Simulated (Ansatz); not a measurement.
Consider the hydrogenolysis of a C–N bond: `CNC1C[SiH2]1` + H₂ → `C1C[SiH2]1` + CH₃NH₂.

Isolated molecules relaxed with PBE0-D4/def2-TZVP in Ansatz; ΔE leaves out vibrations. CBS: MP2 limit from def2 TZ/QZ plus the TZ coupled-cluster correction, frozen cores. This one scheme is used for every species. Functionals use def2-TZVPP. B3LYP here is the variant with VWN-RPA as its local correlation; programs differ in this. HSE06 is defined as in plane-wave codes. Each species was taken in one conformer, which may not be the lowest.

```csv
level,ΔE (kJ/mol),difference from CCSD(T)/CBS
LDA (SPW92),-65.1,13.8
PBE-D4,-73.1,5.8
revPBE-D4,-66.3,12.6
r2SCAN-D4,-77.4,1.5
B97M-V,-84.1,-5.2
B3LYP-D4,-77.6,1.3
r2SCANh-D4,-79.1,-0.2
r2SCAN0-D4,-81.3,-2.4
HSE06-D4,-79.1,-0.2
BHLYP-D4,-83.8,-4.9
CAM-B3LYP-D4,-80.1,-1.2
ωB97X-V,-78.6,0.3
ωB97M-V,-79.5,-0.6
B2PLYP,-85.4,-6.5
PBE-QIDH,-82.5,-3.6
PBE,-81.7,-2.8
revPBE,-88.4,-9.5
BLYP,-89.3,-10.4
r2SCAN,-80.0,-1.1
PBE0,-86.4,-7.5
B3LYP,-91.1,-12.2
r2SCANh,-81.9,-3.0
r2SCAN0,-84.3,-5.4
BHLYP,-94.1,-15.2
CAM-B3LYP,-88.0,-9.1
LC-ωPBE,-87.8,-8.9
RPA@PBE/def2-TZVPP,-77.0,1.9
HF/def2-SVP,-96.2,-17.3
MP2/def2-SVP,-66.1,12.8
CCSD/def2-SVP,-74.2,4.7
CCSD(T)/def2-SVP,-68.9,10.0
MP2/def2-TZVPP,-74.8,4.1
SCS-MP2/def2-TZVPP,-79.7,-0.8
CCSD/def2-TZVPP,-84.9,-6.0
CCSD(T)/def2-TZVPP,-79.1,-0.2
HF/def2-QZVPP,-104.5,-25.6
MP2/def2-QZVPP,-74.7,4.2
SCS-MP2/def2-QZVPP,-79.8,-0.9
HF/CBS(def2),-104.5,-25.6
MP2/CBS(def2),-74.5,4.4
CCSD(T)/CBS,-78.9,0
```

Largest T1 diagnostic among the species: 0.011.

From PBE to PBE0 (25 % exact exchange), in def2-TZVPP and without D4, ΔE moves by −4.7 kJ/mol. In def2-TZVPP, CCSD(T) changes the Hartree–Fock value by +25.2 kJ/mol (the triples alone add +5.8 kJ/mol) and MP2 by +29.5 kJ/mol.
